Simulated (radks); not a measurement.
The nuclear charge of the molybdenum ion Mo+ is varied continuously with 41 electrons held in [Kr] 4d5. Calculated with a radial shooting solver on a logarithmic mesh with Libxc functionals: scalar-relativistic Kohn-Sham, PBEsol, spin-polarised, spherical densities, finite nucleus; open shells are filled with parallel spins first (spin-orbit coupling, left out, can overturn this in heavy ions); Fermi nuclear charge, rms radius 4.4091 fm. By the Hellmann-Feynman theorem dE/dZ = E(electron-nucleus)/Z, the electronic potential at the nucleus (averaged over a nucleus of fixed radius). The scalar-relativistic energy here is not variational (the density holds large components alone), so the two differ by a part that grows with Z.

| Z | E (hartree) | E(electron-nucleus)/Z (hartree) | HOMO | e(HOMO) (eV) | <r> HOMO (bohr) |
|---|---|---|---|---|---|
| 41.5 | -3930.94982 | -228.246 | 4d | -6.434 | 2.060 |
| 42 | -4046.27552 | -232.012 | 4d | -11.422 | 1.865 |
| 42.5 | -4163.49348 | -235.770 | 4d | -17.244 | 1.720 |
| 43 | -4282.60146 | -239.525 | 4d | -23.800 | 1.604 |

The central difference of E at Z = 42 is -232.544 hartree, to compare with the third column; the second derivative is -7.57 hartree.
